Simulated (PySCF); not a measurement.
Molecule: `C1=C(NC)C=CN=C1`, C6H8N2.

Geometry:
```csv
atom,x (Å),y (Å),z (Å)
C1,2.785,0.301,-0.053
N2,1.681,-0.567,-0.338
C3,0.380,-0.239,-0.103
C4,-0.651,-1.183,-0.288
C5,-1.965,-0.807,-0.056
N6,-2.344,0.409,0.341
C7,-1.369,1.297,0.518
C8,-0.015,1.044,0.322
H9,2.694,1.257,-0.596
H10,3.716,-0.175,-0.386
H11,2.886,0.536,1.024
H12,1.879,-1.544,-0.498
H13,-0.418,-2.200,-0.615
H14,-2.765,-1.543,-0.201
H15,-1.678,2.297,0.846
H16,0.715,1.834,0.499
```

Geometry PBE0-D3(BJ)/def2-SVP throughout; GIAO in PySCF 2.14.0 with density-fitted response routines, gas phase, one conformer, non-relativistic; equivalent atoms averaged; basis pcSseg-1.

Q: How do the absolute shieldings σ depend on the functional? (a selection of nuclei; ppm; last column core-seconds on shared hosts with different chips, so compare them loosely; the GGAs took longer than the global hybrids here, which isn't the general rule, and the cause wasn't traced)

A: 
```
functional                    kind  C5/C7  C4/C8     C1     N6     N2  H14/H15  H13/H16    H12  H9/H10/H11  core-s
        HF            Hartree–Fock   27.7   84.3  163.2  -53.4  207.9    23.15    25.51  28.57       28.94       8
       LDA                     LDA   22.7   68.2  152.4  -64.7  178.8    22.51    24.73  27.64       28.02      20
       PBE                     GGA   27.8   72.3  150.5  -56.3  177.5    22.98    25.21  28.07       28.39      25
      BLYP                     GGA   22.1   67.0  145.1  -64.6  173.3    23.25    25.48  28.29       28.54      25
     B3LYP           global hybrid   22.8   69.5  149.5  -65.5  181.8    23.17    25.36  28.29       28.59      21
      PBE0           global hybrid   28.5   75.2  155.3  -57.5  187.4    22.93    25.12  28.12       28.49      22
  mPW1PW91           global hybrid   27.5   74.3  154.2  -58.7  186.5    22.99    25.18  28.17       28.54      16
     B97-2           global hybrid   31.1   77.0  154.2  -51.4  186.4    23.11    25.30  28.22       28.59      19
   LC-wPBE  range-separated hybrid   25.6   75.7  159.9  -54.6  198.5    22.86    25.05  28.22       28.61      44
```

Q: Which nucleus among those listed moves most, in ppm?

A: N2 (aniline-type nitrogen): from 173.3 ppm with BLYP to 207.9 ppm with HF. The smallest spread is 0.73 ppm, at H14/H15. Proton shifts span only some 12 ppm, so a few tenths of a ppm matter as much there as several ppm in carbon.
